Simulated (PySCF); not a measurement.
## A failing input for GaCl

```python
from pyscf import gto, scf, mp

mol = gto.M(
    atom='Ga 0 0 0; Cl 0 0 2.284',
    basis='sbkjc',
    ecp={'Ga': 'sbkjc', 'Cl': 'sbkjc'},
    charge=0,
    spin=0,
    verbose=4,
)
mf = scf.RHF(mol)
mf.diis = False
mf.kernel()
mp.MP2(mf, frozen=4).kernel()
mf.dip_moment()
print('orbital energies (hartree):', mf.mo_energy[..., max(0, mol.nelec[1]-3):mol.nelec[0]+3].round(4))
```

```bash
$ python input.py
```

The log, shortened:

```
[earlier lines left out]

******** <class 'pyscf.mp.mp2.RMP2'> ********
nocc = 10, nmo = 35
frozen orbitals 4
Init E(MP2) = -0.108092605637237
cycle = 1  E_corr(MP2) = -0.159673532809558  dE = -0.0515809272  norm(t2) = 1.18354
cycle = 2  E_corr(MP2) = 2.7638373213599  dE = 2.92351085  norm(t2) = 21.1922
cycle = 3  E_corr(MP2) = 3.01707943880245  dE = 0.253242117  norm(t2) = 42.8658
cycle = 4  E_corr(MP2) = 1.04532194412906  dE = -1.97175749  norm(t2) = 143.349
cycle = 5  E_corr(MP2) = 1.08138304133455  dE = 0.0360610972  norm(t2) = 14.8691
cycle = 6  E_corr(MP2) = 0.846888171231156  dE = -0.23449487  norm(t2) = 25.5628
cycle = 7  E_corr(MP2) = 0.823360736163843  dE = -0.0235274351  norm(t2) = 17.3782
cycle = 8  E_corr(MP2) = 0.94995017452139  dE = 0.126589438  norm(t2) = 13.1563
cycle = 9  E_corr(MP2) = 0.955728614918661  dE = 0.0057784404  norm(t2) = 55.8894
cycle = 10  E_corr(MP2) = 0.863993612564649  dE = -0.0917350024  norm(t2) = 55.7238
[30 cycles left out]
cycle = 41  E_corr(MP2) = 410.787355462441  dE = 201.24608  norm(t2) = 17410.5
cycle = 42  E_corr(MP2) = 1022.44084814435  dE = 611.653493  norm(t2) = 33637.2
cycle = 43  E_corr(MP2) = 1255.36351932813  dE = 232.922671  norm(t2) = 104058
cycle = 44  E_corr(MP2) = 379.551407332843  dE = -875.812112  norm(t2) = 109448
cycle = 45  E_corr(MP2) = -16.122375629468  dE = -395.673783  norm(t2) = 129722
cycle = 46  E_corr(MP2) = 82.2731067136589  dE = 98.3954823  norm(t2) = 132445
cycle = 47  E_corr(MP2) = 803.756357612986  dE = 721.483251  norm(t2) = 125098
cycle = 48  E_corr(MP2) = -508.564134657003  dE = -1312.32049  norm(t2) = 93666
cycle = 49  E_corr(MP2) = 3040.85282708238  dE = 3549.41696  norm(t2) = 728347
cycle = 50  E_corr(MP2) = 2647.71045267649  dE = -393.142374  norm(t2) = 725617
E(RMP2) = 2444.20769992151  E_corr = 2647.71045267649
E(SCS-RMP2) = 4356.10863368701  E_corr = 4559.61138644199
E_corr(same-spin) = -1595.02943449638
E_corr(oppo-spin) = 4242.73988717287
Dipole moment(X, Y, Z, Debye): -0.00000, -0.00000, 82.51585
orbital energies (hartree): [-7.6624 -6.3472 -6.3423 -6.2126 -6.1986 -6.1973]
```

Problem. Which setting is at fault, why, and what does a mended input give?

Solution. The DIIS space (off): without DIIS the plain iteration does not settle within the cycle limit. With this edit
```diff
- mf.diis = False
```
the run finishes: E(SCF) = -271.911170 Eh, 12 cycles, E(MP2) − E(SCF) = -0.27087 Eh, μz(SCF) = -3.96 D.

Stability towards an unrestricted solution was not tested. The bond length is a typed value, not an optimised one.
